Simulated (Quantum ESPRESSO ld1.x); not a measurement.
Results of a calculation; reference values are marked as such.
All-electron atom: S II in [Ne] 3s(up 1, down 0) 3p4 (not the ground configuration). Level of theory: non-relativistic Kohn-Sham, LDA (Slater exchange, Perdew-Wang correlation), spin-polarised, spherical densities, point nucleus, Perdew-Zunger self-interaction correction; open shells are filled with parallel spins first (ld1.x of Quantum ESPRESSO 7.5).

Normalised radial functions P(r) = r R(r), r in bohr:

```
   r/bohr * 2s up, o 2p up, + 3s up (the largest magnitude, 1.5, reaches the edge; | marks zero, & curves that meet)
  0.00511                             o+ *
 0.005761                             o+ *
 0.006496                             o+  *
 0.007324                             o+  *
 0.008324                             o+  *
 0.009386                             o +  *
  0.01058                             o +  *
  0.01193                             o +   *
  0.01345                             o +    *
  0.01529                             o +    *
  0.01724                             |o +    *
  0.01944                             |o +     *
  0.02191                             |o +     *
  0.02491                             |o +      *
  0.02808                             |o  +      *
  0.03166                             | o +      *
   0.0357                             | o +       *
  0.04025                             |  o+       *
  0.04575                             |  o+        *
  0.05158                             |   &        *
  0.05816                             |   +o       *
  0.06557                             |   + o     *
  0.07393                             |   +  o   *
  0.08403                             |  +     o*
  0.09474                             | +     * o
   0.1068                             | +   *     o
   0.1204                             |+ *          o
   0.1358                             &               o
   0.1543                         * + |                 o
    0.174                     *    +  |                   o
   0.1962                 *       +   |                     o
   0.2212             *         +     |                      o
   0.2494         *            +      |                        o
   0.2835      *              +       |                         o
   0.3196   *                 +       |                         o
   0.3604  *                  +       |                         o
   0.4063  *                   +      |                        o
   0.4581   *                   +     |                       o
   0.5207     *                    +  |                    o
   0.5871        *                   +|                  o
   0.6619           *                 | +             o
   0.7463              *              |    +       o
   0.8415                  *          |       + o
   0.9564                     *       |      o   +
    1.078                        *    |    o        +
    1.216                          *  |  o           +
    1.371                           * | o             +
    1.558                            *|o             +
    1.757                             *o            +
    1.981                             &           +
    2.233                             &         +
    2.518                             &       +
    2.862                             &    +
    3.227                             &   +
    3.638                             & +
    4.102                             &+
    4.625                             &+
    5.256                             &
    5.926                             &
    6.682                             &
```

2s up: eigenvalue -241.36 eV, 1 radial node at r = 0.134 bohr, <r> = 0.484 bohr, 90 % of the charge inside 0.758 bohr. 2p up: eigenvalue -191.98 eV, 0 radial nodes, <r> = 0.441 bohr, 90 % of the charge inside 0.735 bohr. 3s up: eigenvalue -34.744 eV, 2 radial nodes at r = 0.130, 0.607 bohr, <r> = 1.62 bohr, 90 % of the charge inside 2.45 bohr.
